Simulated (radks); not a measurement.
The numbers below are computed, except where a source is named.
Valence configurations of Au III (all share [Xe]). Code: a radial shooting solver on a logarithmic mesh with Libxc functionals. Model: scalar-relativistic Kohn-Sham, PBEsol, spin-polarised, spherical densities, point nucleus; open shells are filled with parallel spins first (spin-orbit coupling, left out, can overturn this in heavy ions). Energies are relative to 4f14 5d9; eigenvalues in eV for spin up.

| valence | E (eV) | moment (Bohr magnetons) | e(4f) | e(5d) | e(6p) | e(6s) |
|---|---|---|---|---|---|---|
| 4f14 5d9 | 0.000 | 1 | -102.95 | -27.678 | - | - |
| 4f14 5d8 6s1 | 4.088 | 3 | -106.85 | -30.810 | - | -24.916 |
| 4f14 5d7 6s2 | 10.421 | 3 | -110.97 | -33.767 | - | -26.042 |
| 4f14 5d7 6p2 | 27.418 | 5 | -114.11 | -36.716 | -18.897 | - |
| 4f13.5 5d9.5 | 39.112 | 1 | -109.08 | -28.266 | - | - |
| 4f13.5 5d9 6p0.5 | 45.891 | 2 | -111.90 | -30.616 | -15.882 | - |
| 4f13 5d10 | 80.607 | 1 | -115.29 | -28.849 | - | - |
| 4f13 5d9 6s1 | 86.376 | 3 | -119.37 | -32.143 | - | -25.095 |
| 4f13 5d9 6p1 | 95.389 | 3 | -121.06 | -33.612 | -17.061 | - |
| 4f13 5d8 6s1 6p1 | 102.04 | 5 | -125.22 | -36.861 | -18.248 | -27.902 |

NIST lists [Xe] 4f14 5d9 as the ground configuration; this level of theory agrees among the configurations tried. The energies are those of spherical high-spin densities, not of single terms.
